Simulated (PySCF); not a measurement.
C3H6F2Si, SMILES C=CC[SiH](F)F.

Geometry optimised at B3LYP-D3(BJ)/def2-SVP. One conformer was computed; it need not be the lowest.

Two levels are set side by side: TDA-PBE/def2-SVPD (PySCF) and TDA-LC-ωPBE/def2-SVPD (PySCF). Vertical, same geometry. The lowest singlet is HOMO→LUMO+2 48 %, HOMO→LUMO 46 % with PBE and HOMO→LUMO 90 % with the other functional; states are paired by order. Differences are taken from unrounded values.

```json
[
 {"quantity": "lowest singlet excitation (eV)", "TDA-LC-ωPBE": "7.44"},
 {"quantity": "lowest triplet excitation (TDA) (eV)", "TDA-LC-ωPBE": "4.09"},
 {"quantity": "first bright state (f over 0.05) (eV)", "TDA-LC-ωPBE": "7.44"},
 {"quantity": "its oscillator strength", "TDA-LC-ωPBE": "0.41"}
]
```

Question: What does TDA-PBE give, and how far is it from TDA-LC-ωPBE? (An estimate is asked for; the answer gives what the named calculation found.)

Answer: 
```json
[
 {"quantity": "lowest singlet excitation (eV)", "TDA-PBE": "6.27", "TDA-PBE minus TDA-LC-ωPBE": "-1.18"},
 {"quantity": "lowest triplet excitation (TDA) (eV)", "TDA-PBE": "4.27", "TDA-PBE minus TDA-LC-ωPBE": "0.19"},
 {"quantity": "first bright state (f over 0.05) (eV)", "TDA-PBE": "6.27", "TDA-PBE minus TDA-LC-ωPBE": "-1.18"},
 {"quantity": "its oscillator strength", "TDA-PBE": "0.12", "TDA-PBE minus TDA-LC-ωPBE": "-0.29"}
]
```

A lower first singlet is the usual sign of a functional without exact exchange. Differences between two approximate levels are no errors against the true value.

Rough cost on one machine, each run with all the roots and properties that it gave: TDA-LC-ωPBE against TDA-PBE about 4 times.
